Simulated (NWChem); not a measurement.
Molecule: C4H9O, doublet; SMILES C(C[CH]O)C

```xyz
14

C     -0.1939    -2.3792     0.1915
C     -0.3048    -0.9770    -0.3846
C      0.6401     0.0300     0.2883
C      0.5206     1.4210    -0.2130
O     -0.6585     2.0343     0.0853
H     -0.8835    -3.0785    -0.3059
H      0.8261    -2.7815     0.0773
H     -0.4309    -2.3887     1.2678
H     -1.3373    -0.6039    -0.2806
H     -0.0958    -0.9973    -1.4686
H      0.4397     0.0274     1.3762
H      1.6851    -0.3016     0.1631
H      1.0145     1.7213    -1.1475
H     -0.6819     2.8980    -0.3374
```
Atoms are numbered in this order, from 1.

Computed with NWChem. Spin-unrestricted. All runs use the structure optimised with PBE0/def2-SVP, spin-unrestricted. No stability test was run on the SCF state. Level: PBE/def2-SVP with SMD (1 M gas to 1 M solution), gas-phase geometry. Reactions with the solvent are ignored.

```
solvent        dielectric constant  solvation free energy (kcal/mol)  cavity-dispersion-structure term (kcal/mol)  dipole in solution (D)
-------------  -------------------  --------------------------------  -------------------------------------------  ----------------------
water                         78.4                              -2.3                                          3.7                    1.72
chlorobenzene                 5.70                              -4.5                                         -1.9                    1.52
1-octanol                     9.86                              -4.9                                            …                    1.67
cyclohexanone                 15.6                              -4.0                                         -1.0                    1.55
2-propanol                    19.3                              -5.6                                         -0.3                    1.69
1,4-dioxane                   2.21                              -2.8                                         -1.1                    1.46
n-hexane                      1.88                              -3.6                                         -2.2                    1.44
```

Problem. What belongs in the gaps?

Solution. 
- 1-octanol, cavity-dispersion-structure term (kcal/mol): 0.3
